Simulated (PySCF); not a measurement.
**Be²⁺ (beryllium, charge +2): UHF calculation**

Configuration: 1s2, closed-shell 1S. Computed with PySCF 2.14 in aug-cc-pCVTZ (7s6p4d2f, 59 functions), with no relativity, point nucleus.

| Item | Value |
| --- | --- |
| Total energy | -13.611162 hartree |
| One-electron energy | -15.8881 hartree |
| Hartree (Coulomb) energy | 4.5540 hartree |
| Exchange energy | -2.2770 hartree |
| Kinetic energy | 13.61049 hartree |
| ⟨S²⟩ | 0.0000 |
| ⟨L²⟩ | 0.000 |
| Sum of ⟨r⟩ | 0.8283 bohr |
| Sum of ⟨r²⟩ | 0.4637 bohr² |
| Density at the nucleus (Gaussians lack the cusp) | 33.4 bohr⁻³ |
| Langevin diamagnetic susceptibility | -0.367 ×10⁻⁶ cm³/mol |

```csv
shell,electrons,mean orbital energy (eV),"rms radius, mean of both spins (bohr)"
1s,2,-154.21,0.482
```
